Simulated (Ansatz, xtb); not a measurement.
Two isomers of C2H6GeO2S

Structure I is `[SH][GeH]1[O]CC[O]1`, a singlet and structure II is `C1OC[S][GeH2][O]1`, a singlet. Both are isolated molecules in the gas phase, relaxed with B3LYP-D3(BJ)/def2-SVP; the shapes shown needn't be the lowest conformers.

I (Å):

```yaml
atoms:
  - { symbol: C, position_ang: [0.6804, -0.4236, 1.0947] }
  - { symbol: C, position_ang: [2.0810, -0.4211, 0.4559] }
  - { symbol: Ge, position_ang: [0.3431, -0.8181, -1.4742] }
  - { symbol: O, position_ang: [-0.2152, -1.0901, 0.2145] }
  - { symbol: O, position_ang: [1.9440, -0.1937, -0.9429] }
  - { symbol: S, position_ang: [-0.7217, 0.7403, -2.6419] }
  - { symbol: H, position_ang: [-0.2884, 1.7356, -1.8330] }
  - { symbol: H, position_ang: [0.3278, -2.1342, -2.2618] }
  - { symbol: H, position_ang: [0.6877, -0.9484, 2.0638] }
  - { symbol: H, position_ang: [0.3408, 0.6164, 1.2719] }
  - { symbol: H, position_ang: [2.7125, 0.3730, 0.8869] }
  - { symbol: H, position_ang: [2.5805, -1.3931, 0.6350] }
```

II (Å):

```yaml
atoms:
  - { symbol: C, position_ang: [0.4228, 0.6978, -2.1384] }
  - { symbol: C, position_ang: [-0.7792, 1.9057, -0.4958] }
  - { symbol: Ge, position_ang: [-0.3443, -1.0430, -0.1441] }
  - { symbol: O, position_ang: [-0.5943, 1.6290, -1.8442] }
  - { symbol: O, position_ang: [0.0867, -0.6227, -1.8435] }
  - { symbol: S, position_ang: [-1.7242, 0.6007, 0.4698] }
  - { symbol: H, position_ang: [1.3502, 1.0020, -1.6010] }
  - { symbol: H, position_ang: [0.5899, 0.7695, -3.2233] }
  - { symbol: H, position_ang: [0.1864, 2.0808, 0.0158] }
  - { symbol: H, position_ang: [-1.4003, 2.8070, -0.4131] }
  - { symbol: H, position_ang: [-1.0508, -2.4020, -0.1855] }
  - { symbol: H, position_ang: [0.9657, -1.0456, 0.6781] }
```

Quicker runs give these differences E(II) − E(I): GFN2-xTB +57.3 kJ/mol; HF/STO-3G +57.6 kJ/mol (at GFN2-xTB geometries); r2SCAN-D4/def2-SVP +87.1 kJ/mol (at GFN2-xTB geometries).

Task: Estimate E(II) − E(I) at the level CCSD(T)/def2-SVP + ΔMP2/def2-TZVPP.

Result: Calculated at CCSD(T)/def2-SVP + ΔMP2/def2-TZVPP: E(II) − E(I) = +99.1 kJ/mol, so structure I lies lower.

The same difference at several levels:

| level | geometry | E(II) − E(I) (kJ/mol) | departure from the last row (kJ/mol) | job, with rough time for the two |
| --- | --- | --- | --- | --- |
| GFN2-xTB | GFN2-xTB | +57.3 | −41.8 | optimisation, 0.2 s |
| HF/STO-3G | GFN2-xTB | +57.6 | −41.6 | single point, 0.42 s |
| r2SCAN-D4/def2-SVP | GFN2-xTB | +87.1 | −12.0 | single point, 2.4 s |
| B3LYP-D3(BJ)/def2-SVP | B3LYP-D3(BJ)/def2-SVP | +82.1 | −17.0 | optimisation, 37 s |
| HF/def2-SVP | B3LYP-D3(BJ)/def2-SVP | +94.3 | −4.8 | part of the CCSD(T) run |
| MP2/def2-SVP | B3LYP-D3(BJ)/def2-SVP | +99.2 | +0.1 | part of the CCSD(T) run |
| CCSD(T)/def2-SVP | B3LYP-D3(BJ)/def2-SVP | +93.7 | −5.4 | single point |
| CCSD(T)/def2-SVP + ΔMP2/def2-TZVPP | B3LYP-D3(BJ)/def2-SVP | +99.1 |  | single point, 35 s |

As drawn, II has 1 C–O, 1 C–S, 1 Ge–H in place of 1 Ge–O, 1 C–C, 1 S–H. Structure I has a 5-membered ring, II a 6-membered ring.

The levels shown agree on the order. The largest departure from CCSD(T)/def2-SVP + ΔMP2/def2-TZVPP is that of GFN2-xTB, 41.8 kJ/mol. The last row adds to CCSD(T) the change of the MP2 difference between the two basis sets, here +5.4 kJ/mol.

With thermal terms from frequencies at re-optimised GFN2-xTB minima (ideal gas, soft modes damped towards free rotors, one conformer each, 298.15 K, 1 atm): on the last row, ΔE + ΔZPE = +100.1, ΔH = +98.1, ΔG = +102.9 kJ/mol.

The correlated steps freeze 18 core orbitals; the filled d shell of Ge is correlated, in a basis made for valence electrons. Programs: Ansatz 0.2.0, xtb 6.7.1; the last row on 4 threads of Intel(R) Xeon(R) Platinum 8375C CPU @ 2.90GHz (Ice Lake) on a shared host.
